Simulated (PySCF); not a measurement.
The dipole of `C#C[Si@@](Cl)(C#CC)N=C` from its density and from atomic charges.

Coordinates (GFN2-xTB, Å) and charges (e) from the PBE0/pcSseg-1 density (PySCF):

```
atom       x       y       z  Mulliken      IAO  Hirshfeld  ESP-fitted
  C1  -1.097   3.271   0.941   -0.1769  -0.1686    -0.0716     -0.3172
  C2  -1.067   2.240   0.325   -0.1613  -0.3377    -0.1583     -0.1027
 Si3  -0.973   0.670  -0.650   +1.0595  +1.1943    +0.4186     +0.5613
 Cl4  -1.289   1.016  -2.625   -0.2973  -0.2908    -0.1144     -0.1508
  C5   0.700  -0.081  -0.420   -0.4428  -0.4148    -0.1932     -0.4016
  C6   1.772  -0.606  -0.257   -0.1200  +0.0298    -0.0094     +0.2307
  C7   3.065  -1.219  -0.064   -0.1598  -0.4414    -0.0894     -0.5408
  N8  -2.355  -0.233  -0.138   -0.5414  -0.5212    -0.2308     -0.5450
  C9  -2.535  -1.354   0.373   +0.0768  -0.0547    +0.0434     +0.3883
 H10  -1.134   4.170   1.485   +0.0668  +0.2049    +0.1009     +0.2968
 H11   3.620  -1.221  -1.002   +0.1595  +0.1803    +0.0678     +0.1874
 H12   3.631  -0.660   0.682   +0.1586  +0.1796    +0.0673     +0.1929
 H13   2.945  -2.247   0.279   +0.1551  +0.1776    +0.0659     +0.1926
 H14  -1.739  -2.061   0.627   +0.1020  +0.1154    +0.0470     +0.0056
 H15  -3.549  -1.677   0.596   +0.1213  +0.1473    +0.0561     +0.0026
```

Problem. Compute μ = Σ q r for each scheme (1 e·Å = 4.803 D) and compare with the dipole of the full density.

Solution. The full density gives (2.21, -2.17, 2.37) D, 3.90 D in size; dipole vectors point from the negative to the positive end.

```json
{"scheme": "Mulliken", "μx": "3.42", "μy": "-4.75", "μz": "2.07", "size (D)": "6.21", "share of the full size (%)": "159", "angle to the full dipole (°)": "20"}
{"scheme": "IAO", "μx": "1.95", "μy": "-2.03", "μz": "2.02", "size (D)": "3.46", "share of the full size (%)": "89", "angle to the full dipole (°)": "2"}
{"scheme": "Hirshfeld", "μx": "1.36", "μy": "-1.66", "μz": "1.23", "size (D)": "2.47", "share of the full size (%)": "63", "angle to the full dipole (°)": "9"}
{"scheme": "ESP-fitted", "μx": "2.23", "μy": "-2.20", "μz": "2.43", "size (D)": "3.97", "share of the full size (%)": "102", "angle to the full dipole (°)": "0"}
```

Problem. Which set comes closest?

Solution. Length of the difference vector: ESP-fitted 0.08 D, IAO 0.46 D, Hirshfeld 1.51 D, Mulliken 2.87 D. Closest: ESP-fitted. ESP charges are fitted to the potential around the molecule, whose slowest-falling term is the dipole's. 

Problem. What is left for the Hirshfeld atoms' own dipoles?

Solution. The Hirshfeld atoms' densities add up to the full density, so μ = Σ q r + Σ (atomic dipoles). The atomic dipoles sum to (2.21, -2.17, 2.37) − (1.36, -1.66, 1.23) = (0.85, -0.51, 1.14) D, 1.51 D in size.

Problem. With the origin at the mean of the coordinates, (0.000, 0.001, 0.010) Å, which are the largest single terms, by size, of the Hirshfeld dipole along the direction of the full one?

Solution. Si3 -2.67, Cl4 +1.59, N8 +1.44, C2 +1.26, C7 -1.02 D; all 15 atoms together +2.44 D. The single terms depend on the origin, their sum doesn't.

Problem. Give the size of the full dipole in other units.

Solution. 3.90 D = 1.534 au = 0.812 e·Å = 13.01 × 10⁻³⁰ C·m.

Isolated species at its GFN2-xTB geometry (one conformer only).

The run behind these numbers computed NMR shieldings as well. On an Arm Neoverse N1 with one thread, no GPU, shared host, this took 61 s wall and 0.87 GiB of memory at its peak.

Shape of the structure used: `[CH:1]#[C:2][Si@@:3]([Cl:4])([C:5]#[C:6][CH3:7])[N:8]=[CH2:9]`: C2–Si3–N8–C9 -122°.
